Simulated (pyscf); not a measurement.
## O=Ru(=O)(=O)(OH)–SH, singlet

Gas-phase minimum from PySCF at ωB97X-D3(BJ)/def2-SVP, one conformer. 

```
Ru
O 1 1.6431
O 1 1.6678 2 113.55
O 1 1.6798 2 105.19 3 111.68
O 1 1.9640 2 95.65 4 161.14
H 5 0.9689 1 106.83 2 101.39
S 1 2.3323 2 113.16 4 83.52
H 7 1.3465 1 95.43 2 84.76
```

Properties at ωB97X-D3(BJ)/def2-SVP:

```
Quantity                                                                                                                                                                                                         Result
---------------------------------------------------------------------------------------------------------------------  ------------------------------------------------------------------------------------------------
Harmonic wavenumbers, unscaled                                                                                         53, 220, 282, 286, 356, 373, 377, 389, 433, 449, 582, 787, 964, 971, 1026, 1052, 2775, 3841 cm⁻¹
Zero-point energy                                                                                                                                                                                         21.8 kcal/mol
Rotational symmetry number                                                                                                                                                                                            1
Entropy of this conformer at 298 K and 1 atm, rigid rotor and harmonic oscillator, modes under 100 cm⁻¹ raised to 100                                                                                   355.9 J/(mol K)
Dipole moment                                                                                                                                                                                                    1.55 D
```

Single-point totals, which compare only within one level:

```tsv
level	total energy (hartree)
ωB97X-D3(BJ)/def2-TZVP	-795.27924
PBE/def2-TZVP	-794.88963
r²SCAN/def2-TZVP	-795.18449
B3LYP-D3(BJ)/def2-TZVP	-795.31262
PBE0-D3(BJ)/def2-TZVP	-794.77529
M06-2X/def2-TZVP	-794.90573
ωB97M-D3(BJ)/def2-TZVP	-795.27439
```

Soft torsions are taken as harmonic, which can shift the entropy by several J/(mol K). A restricted solution here is unstable towards spin polarisation, so biradical character is likely and single-reference numbers are less safe. Elements past Kr carry the def2 core potentials, without spin-orbit coupling.
